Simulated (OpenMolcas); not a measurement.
# Mo2+: effect of the IPEA shift

```yaml
Program: OpenMolcas 26.06
Basis: ANO-RCC-VQZP [8s7p5d3f2g1h]
Scalar_Hamiltonian: DKH2, point nucleus
Active_space: 4 electrons in 6 orbitals (4d 5s)
State_averaging: 2S+1 = 5 even, 15 roots; 2S+1 = 3 even, 95 roots kept (CI in the orbitals of an earlier block); 2S+1 = 1 even, 90 roots kept (CI in the orbitals of an earlier block)
Spin-orbit_coupling: state interaction with AMFI integrals over the reference wave functions, term energies averaged over their components
```

Methods on the same reference wave functions:
A. CASSCF
B. MS-CASPT2, IPEA 0.25 Eh, imaginary shift 0.1 Eh (closed shells correlated: 4s 4p)
C. MS-CASPT2, IPEA 0.5 Eh, imaginary shift 0.1 Eh (closed shells correlated: 4s 4p)

Energies in cm-1 above 4d4 5D0, the measured ground level; measured values from Sugar and Musgrove, J. Phys. Chem. Ref. Data 17, 155 (1988).

```json
{"Level": "4d4 5D0", "A": "0.0", "B": "0.0", "C": "0.0", "Measured": "0.0"}
{"Level": "4d4 5D1", "A": "233", "B": "252", "C": "247", "Measured": "242"}
{"Level": "4d4 5D2", "A": "659", "B": "695", "C": "685", "Measured": "668"}
{"Level": "4d4 5D3", "A": "1229", "B": "1269", "C": "1259", "Measured": "1224"}
{"Level": "4d4 5D4", "A": "1908", "B": "1936", "C": "1929", "Measured": "1872"}
{"Level": "4d4 3P0(1)", "A": "15017", "B": "11600", "C": "12320", "Measured": "11149"}
{"Level": "4d4 3H4", "A": "16087", "B": "13330", "C": "13930", "Measured": "12680"}
{"Level": "4d4 3P1(1)", "A": "16255", "B": "12870", "C": "13600", "Measured": "12510"}
{"Level": "4d4 3H5", "A": "16616", "B": "13930", "C": "14520", "Measured": "13276"}
{"Level": "4d4 3H6", "A": "17124", "B": "14460", "C": "15040", "Measured": "13811"}
{"Level": "4d4 3F2(1)", "A": "17927", "B": "14610", "C": "15400", "Measured": "13929"}
{"Level": "4d4 3F3(1)", "A": "17979", "B": "14620", "C": "15400", "Measured": "13948"}
{"Level": "4d4 3P2(1)", "A": "18221", "B": "14790", "C": "15530", "Measured": "14358"}
{"Level": "4d4 3F4(1)", "A": "18250", "B": "14970", "C": "15730", "Measured": "14296"}
{"Level": "4d4 3G3", "A": "20289", "B": "16650", "C": "17350", "Measured": "15871"}
{"Level": "4d4 3G4", "A": "20764", "B": "17090", "C": "17760", "Measured": "16283"}
{"Level": "4d4 3G5", "A": "21152", "B": "17510", "C": "18170", "Measured": "16714"}
{"Level": "4d4 1I6", "A": "24946", "B": "20620", "C": "20890", "Measured": "20290"}
{"Level": "4d4 3D3", "A": "25622", "B": "20330", "C": "21240", "Measured": "19488"}
{"Level": "4d4 3D2", "A": "25696", "B": "20430", "C": "21290", "Measured": "19577"}
{"Level": "4d4 3D1", "A": "26025", "B": "20760", "C": "21680", "Measured": ""}
{"Level": "4d4 1G4(1)", "A": "26402", "B": "21680", "C": "22190", "Measured": "20612"}
{"Level": "4d4 1D2(1)", "A": "29611", "B": "24050", "C": "24450", "Measured": "22806"}
{"Level": "4d4 1S0(1)", "A": "30365", "B": "23960", "C": "24980", "Measured": "22990"}
```

Deviations, from unrounded energies. A percentage is the sum of absolute deviations over the sum of measured energies, with the sign that they share, or ± where signs differ.

```tsv
Against measurement	Levels	A	B	C
mean absolute deviation (cm-1)	22	3800	590	1200
fine structure of the ground term (%)	4	±1.5	+3.6	+2.9
other terms of the ground configuration (%)	18	+28.4	+4.4	+8.6
```

B lies closest to measurement on these levels and A furthest from it. The largest miss of B in the table is 4d4 1D2(1), by +1200 cm-1. The ranking rests on the paired levels alone, and a cruder setting can come out closer through cancelling errors.

Between B and C the level of the table that moves most is 4d4 1S0(1), by 1000 cm-1 (lowest in B, highest in C). Moves below CASPT2's spread within the term are not significant.

From A to B the spin-free energies of the other terms of 4d4 shown, above 5D, scale by factors of 0.77 to 0.83, as is usual when dynamic correlation screens the repulsion within a d or f shell.

The lowest spin-free term lies below A's lowest term by 0.374 hartree in B, 0.365 hartree in C.

CASPT2 breaks the degeneracy within a term, and the mean is taken; among the terms shown or strongly mixed into the levels shown the widest spread is 250 cm-1 (4d4 1G(1), C). Terms from blocks run as CI alone lack orbitals of their own. Configurations are named by rounded mean occupations; where the s occupation lies near a half they are strongly mixed, a name can repeat and a true partner stay unpaired. The CASPT2 spread within a term exceeds the gap to the next term for 4d4 1I and 4d4 3D, so the order of their levels is uncertain (figures for B; the like holds for C). Without dynamic correlation excited terms often stand tens of per cent too high (terms of higher spin than the ground term too low), and those without a measured partner can miss by more than the paired ones (holds for A). Some levels mix across a computed gap that differs much from the measured one, so their mixing is not that of the real levels (holds for A; C). Blocks of more than 70 roots (2S+1 = 3 even, 1 even) ran without multistate coupling (holds for B; C). Measured partners are found by configuration, term and J. A level has none where our copy of the source lacks it or the pairing is in doubt (some pairs that miss far off the trend of their configuration count as doubtful), and it then counts in no deviation. Only configurations of the active space appear. Levels that lie high or do not pair safely by name in every column are left out.

A number in round brackets counts repeated terms of one configuration in the order of the reference energies.
